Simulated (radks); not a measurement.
The numbers below are computed, except where a source is named.
Mean orbital radii <r> (bohr) of the thulium ion Tm+, [Xe] 4f13 6s1, at several levels of relativity; Dirac values are averaged over j with weights 2j + 1. Spin-unpolarised spherical Kohn-Sham, BLYP, point nucleus unless stated (finite: rms radius 5.2256 fm), a radial shooting solver on a logarithmic mesh with Libxc functionals. A level marked "c x" has the speed of light scaled by that factor and shares open shells by 2j + 1; other Dirac levels either fill j = l - 1/2 first or share by 2j + 1.

\begin{tabular}{lrrrrr}
shell & non-rel. & scalar-rel. & Dirac, 2j+1 shares, finite nucleus & Dirac, c x 0.85 & change of magnitude, last against first (%) \\ \hline
3s & 0.2383 & 0.2210 & 0.2205 & 0.2130 & -10.64 \\
3p & 0.2282 & 0.2203 & 0.2195 & 0.2160 & -5.33 \\
3d & 0.2011 & 0.1998 & 0.1999 & 0.1995 & -0.83 \\
4s & 0.5363 & 0.4978 & 0.4978 & 0.4817 & -10.17 \\
4p & 0.5469 & 0.5285 & 0.5275 & 0.5198 & -4.97 \\
4d & 0.5740 & 0.5717 & 0.5720 & 0.5715 & -0.45 \\
5s & 1.341 & 1.230 & 1.231 & 1.185 & -11.65 \\
5p & 1.527 & 1.472 & 1.470 & 1.446 & -5.27 \\
4f & 0.7642 & 0.8072 & 0.8084 & 0.8307 & +8.70 \\
6s & 3.832 & 3.567 & 3.569 & 3.445 & -10.09 \\
5d (empty) & 2.701 & 2.818 & 2.820 & 2.856 & +5.74 \\
6p (empty) & 4.790 & 4.703 & 4.694 & 4.642 & -3.09 \\
\end{tabular}
